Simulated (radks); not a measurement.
Species: Ce4+. Configuration: [Kr] 4d10 5s1.75 5p6 6s0.25 (fractional occupations, a model configuration). Calculated with a radial shooting solver on a logarithmic mesh with Libxc functionals: scalar-relativistic Kohn-Sham, exchange-only PBE, spin-polarised, spherical densities, finite nucleus; open shells are filled with parallel spins first (spin-orbit coupling, left out, can overturn this in heavy ions); Fermi nuclear charge, rms radius 4.8771 fm.

Local quantities along the radius. ELF = 1/(1 + alpha^2) is the electron localisation function; alpha = (tau - tau_W)/tau_unif compares the Pauli kinetic energy density with that of the uniform gas (summed over spins). tau is taken from the large components.

```
   r/bohr * ELF (the largest magnitude, 0.999, reaches the edge; | marks zero)
 0.001168 |                                                      *
 0.001571 |                                                      *
 0.002112 |                                                      *
 0.002839 |                                                      *
 0.003817 |                                                      *
 0.005132 |                                                      *
 0.006899 |                                                      *
 0.009276 |                                                      *
  0.01247 |                                                     *
  0.01677 |                                                  *
  0.02254 |                                      *
  0.03031 |                     *
  0.04075 |                  *
  0.05479 |                               *
  0.07366 |                                        *
  0.09903 |                                 *
   0.1331 |                  *
    0.179 |                            *
   0.2407 |                                         *
   0.3236 |                           *
    0.435 |           *
   0.5849 |                                       *
   0.7864 |                                   *
    1.057 |              *
    1.421 |                                *
    1.911 |                                          *
    2.569 |                *
    3.454 |  *
    4.644 |           *
    6.244 |                               *
```

On this mesh the ELF has minima near r = 0.035, 0.13, 0.44, 1.1, 3.5 bohr, which separate the shells, and maxima near 0.074 (0.75), 0.24 (0.76), 0.68 (0.76), 1.9 (0.78).
